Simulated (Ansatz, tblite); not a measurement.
Forces on In9Sb9 (started as a model of: (InSb)9 cage of four- and six-membered rings) at its PBE-D4/def2-SVP geometry. The state is a singlet with charge 0.

In the def2 sets In, Sb take a core potential; there is no spin–orbit coupling. The xTB rows come from tblite. Single mean-field runs in def2-SVP are fitted with def2-universal-jkfit.

GFN1-xTB (tblite), largest force 0.72 eV/Å:

```xyz
18
positions Å, forces eV/Å
In    0.664    2.605    2.426    0.438   -0.261   -0.015
In    1.339   -0.652    2.680   -0.025    0.719    0.034
In    2.601    1.619   -0.105   -0.287    0.245    0.609
In   -1.324    2.511   -1.158   -0.525   -0.481   -0.088
In   -2.587    0.240    1.627   -0.261   -0.013   -0.668
In   -3.234   -0.187   -1.617   -0.046    0.406    0.308
In   -0.645   -2.994   -0.130    0.678    0.002   -0.233
In    0.617   -0.723   -2.915    0.418   -0.469    0.346
In    2.570   -2.419   -0.809   -0.393   -0.143   -0.292
Sb   -0.943    0.702    3.820    0.170   -0.118    0.258
Sb    3.320    1.413    2.658   -0.174    0.033   -0.050
Sb    0.837    3.906   -0.108    0.303    0.123   -0.039
Sb   -3.927    2.159   -0.020    0.092   -0.142   -0.076
Sb   -3.280   -2.255    0.349   -0.243    0.059    0.215
Sb   -1.501    0.949   -3.580   -0.110    0.299   -0.083
Sb    1.553   -3.253    1.724   -0.124   -0.304   -0.029
Sb    3.333   -0.048   -2.204    0.007   -0.061   -0.323
Sb    0.607   -3.572   -2.638    0.082    0.107    0.126
```

GFN2-xTB (tblite), largest force 0.64 eV/Å:

```
In 0.191 -0.161 -0.046
In 0.080 0.496 -0.230
In -0.245 -0.090 0.485
In -0.316 -0.408 0.195
In 0.009 0.175 -0.523
In 0.030 0.190 0.168
In 0.397 0.207 -0.323
In 0.073 -0.377 0.395
In -0.221 -0.028 -0.121
Sb -0.189 -0.186 0.580
Sb 0.021 -0.057 -0.036
Sb 0.206 0.526 -0.294
Sb 0.044 0.031 0.044
Sb -0.383 -0.395 0.321
Sb 0.012 0.317 -0.554
Sb -0.019 -0.489 0.409
Sb 0.375 0.225 -0.463
Sb -0.065 0.025 -0.008
```

PBE-D4/def2-SVP (Ansatz), largest force 0.02 eV/Å:

```
In 0.002 0.001 0.001
In -0.010 0.017 -0.003
In -0.015 0.005 0.008
In -0.005 -0.017 -0.003
In 0.001 -0.008 -0.017
In -0.002 0.003 0.000
In 0.016 0.007 0.001
In 0.012 -0.003 0.014
In 0.000 -0.002 0.000
Sb 0.010 0.009 0.018
Sb 0.010 0.004 0.010
Sb 0.012 0.014 0.011
Sb -0.013 0.006 -0.002
Sb -0.021 0.003 -0.003
Sb -0.019 0.006 -0.009
Sb 0.010 -0.020 -0.007
Sb 0.011 -0.014 -0.012
Sb 0.002 -0.012 -0.008
```
